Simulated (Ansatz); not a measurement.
Program: Ansatz. Geometries: PBE0-D4/def2-TZVP. ΔE: electronic, gas phase. CCSD(T)/CBS is the MP2 limit (def2-TZVPP, def2-QZVPP) plus CCSD(T) − MP2 in def2-TZVPP, frozen cores. This one scheme is used for every species. Functionals use def2-TZVPP. B3LYP here is the variant with VWN-RPA as its local correlation; programs differ in this. One conformer a species, not always the lowest.

Consider the formal hydrolysis of a C–Si bond: `C=C([SiH3])CCl` + H₂O → `C=C(O)CCl` + SiH₄.

(1) Is it downhill or uphill in electronic energy at CCSD(T)/CBS, and by how much? (Estimate.)

(2) What do these levels give: r2SCAN-D4, B3LYP-D4, ωB97X-V, B2PLYP, PBE, r2SCAN, B3LYP, HF/def2-TZVPP, CCSD(T)/def2-TZVPP, MP2/def2-QZVPP, SCS-MP2/def2-QZVPP, CCSD/CBS(def2)? (Estimate.)

Largest T1 diagnostic among the species: 0.011.

Answers

(1) Computed: Uphill: ΔE = +56.6 kJ/mol.

(2) Ansatz gave: r2SCAN-D4 37.6, B3LYP-D4 42.3, ωB97X-V 39.5, B2PLYP 41.4, PBE 33.6, r2SCAN 36.0, B3LYP 33.0, HF/def2-TZVPP 33.3, CCSD(T)/def2-TZVPP 49.3, MP2/def2-QZVPP 61.0, SCS-MP2/def2-QZVPP 55.3, CCSD/CBS(def2) 55.3 kJ/mol.

From PBE to PBE0 (25 % exact exchange), in def2-TZVPP and without D4, ΔE moves by +3.9 kJ/mol. In def2-TZVPP, CCSD(T) changes the Hartree–Fock value by +16.0 kJ/mol (the triples alone add +1.3 kJ/mol) and MP2 by +23.2 kJ/mol.
